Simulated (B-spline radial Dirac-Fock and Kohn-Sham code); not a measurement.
# Levels of muonic ¹⁵⁶Dy

Nucleus: ¹⁵⁶Dy, Fermi distribution (skin thickness 2.3 fm), rms radius 5.1622 fm (measured, Angeli and Marinova 2013).

Input file task.json (cfg lists n, l and occupation; rrms is the nuclear radius in fm):

```json
{"items": [{
  "Z": 66,
  "q": 0,
  "cfg": [[1, 0, 2], [2, 0, 2], [2, 1, 6], [3, 0, 2], [3, 1, 6], [3, 2, 10], [4, 0, 2], [4, 1, 6], [4, 2, 10], [4, 3, 10], [5, 0, 2], [5, 1, 6], [6, 0, 2]],
  "A": 156,
  "rrms": 5.1622,
  "do": "muonic",
  "nuclei": [[156, 155.924284, 5.1622, "measured", "fermi"]]
}]}
```

Run with: `python xray2_run.py task.json out`

Model: the Dirac equation of a negative muon with reduced mass in the field of a spherical finite nucleus, with the Uehling potential to all orders; nuclear polarisation, deformation, hyperfine structure, self-energy, higher-order vacuum polarisation, relativistic recoil and electron screening are left out. Program: a radial B-spline solver. For strongly deformed nuclei the low levels mix with nuclear rotations, which this model lacks.

```tsv
level	binding (keV)	point nucleus, no QED (keV)	vacuum polarisation (keV)	⟨r⟩ (fm)
1s1/2	7841	13050	51.528	9.0
2s1/2	2488	3315	13.036	28.4
2p1/2	3160	3315	20.266	18.7
2p3/2	3054	3107	18.677	19.5
3s1/2	1192	1450	4.786	59.6
3p1/2	1397	1450	6.536	47.1
3p3/2	1368	1388	6.183	48.1
3d3/2	1393	1388	5.803	39.4
3d5/2	1375	1369	5.544	40.2
4d3/2	781.7	779.7	2.462	79.3
4d5/2	774.1	771.9	2.363	80.3
4f5/2	773.9	771.9	2.022	68.7
4f7/2	770.1	768.1	1.983	69.2
5f5/2	495.0	494.0	0.995	120.5
5f7/2	493.1	492.1	0.976	121.1
5g7/2	492.9	492.1	0.818	105.7
5g9/2	491.8	491.0	0.809	106.1
6g7/2	342.3	341.8	0.444	169.3
6g9/2	341.6	341.1	0.439	169.7
6h9/2	341.5	341.1	0.357	150.4
6h11/2	341.1	340.7	0.355	150.7
```

Problem. By how much does the finite nuclear size lower the 1s binding energy?

Solution. By 5263 keV, 40.32 % of the point-nucleus value (point value plus vacuum polarisation less the binding energy). The 1s orbit has ⟨r⟩ = 9.0 fm.

Values without a named source are computed, but for edge energies of neutral atoms, which are taken from tables.
